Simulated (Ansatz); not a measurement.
Reaction (cleavage of the Al–Si bond): `[NH2][AlH][SiH2][SiH2]Cl` + NH₃ → `[NH2][AlH][NH2]` + `[SiH3][SiH2]Cl`

Isolated molecules relaxed with PBE0-D4/def2-TZVP in Ansatz; ΔE leaves out vibrations. CCSD(T)/CBS adds triple-zeta CCSD(T) − MP2 to the extrapolated MP2 energy (def2 sets, frozen cores). This one scheme is used for every species. Functionals use def2-TZVPP. Each species was taken in one conformer, which may not be the lowest.

`[NH2][AlH][SiH2][SiH2]Cl`:

Cartesian coordinates in Å:
```
N 0.668 2.117 0.706
Al 1.344 0.562 1.191
Si 0.528 -1.387 -0.053
Si -1.561 -0.914 -0.982
Cl -1.412 0.858 -2.057
H 0.898 3.007 1.118
H 0.010 2.234 -0.049
H 2.390 0.519 2.380
H 0.363 -2.605 0.795
H 1.430 -1.759 -1.183
H -2.592 -0.693 0.066
H -2.066 -1.938 -1.932
```

NH₃:

Cartesian coordinates in Å:
```
N 0.048 -0.227 0.160
H -0.912 0.087 0.232
H 0.637 0.553 0.427
H 0.227 -0.413 -0.819
```

`[NH2][AlH][NH2]`:

Cartesian coordinates in Å:
```
N 0.295 -0.211 1.518
Al 0.549 0.130 -0.200
N -0.810 0.090 -1.331
H -0.580 -0.439 1.959
H 1.034 -0.201 2.201
H 1.999 0.472 -0.726
H -1.770 -0.115 -1.106
H -0.718 0.276 -2.316
```

`[SiH3][SiH2]Cl`:

Z-matrix (Å, degrees):
```
Si
Si 1 2.338
H 1 1.486 2 109.6
H 1 1.488 2 109.6 3 119.9
H 1 1.486 2 109.6 3 -120.2
Cl 2 2.065 1 108.7 3 60.2
H 2 1.485 1 111.8 3 -58.6
H 2 1.485 1 111.9 3 179.0
```

```csv
level,ΔE (eV)
PBE-D4,-0.45
PBE0-D4,-0.51
ωB97M-V,-0.71
B2PLYP,-0.75
PBE,-0.51
PBE0,-0.56
HF/def2-TZVPP,-0.91
SCS-MP2/def2-QZVPP,-0.78
```

Task: What does CCSD(T)/CBS give? (An estimate is asked.)

Result: Ansatz gave: -0.66 eV. The listed levels differ from it by 0.21, 0.15, -0.05, -0.09, 0.15, 0.10, -0.25, -0.12 eV.

Largest T1 diagnostic among the species: 0.013.

From PBE to PBE0 (25 % exact exchange), in def2-TZVPP and without D4, ΔE moves by −0.05 eV. In def2-TZVPP, CCSD(T) changes the Hartree–Fock value by +0.25 eV (the triples alone add +0.05 eV) and MP2 by +0.18 eV.
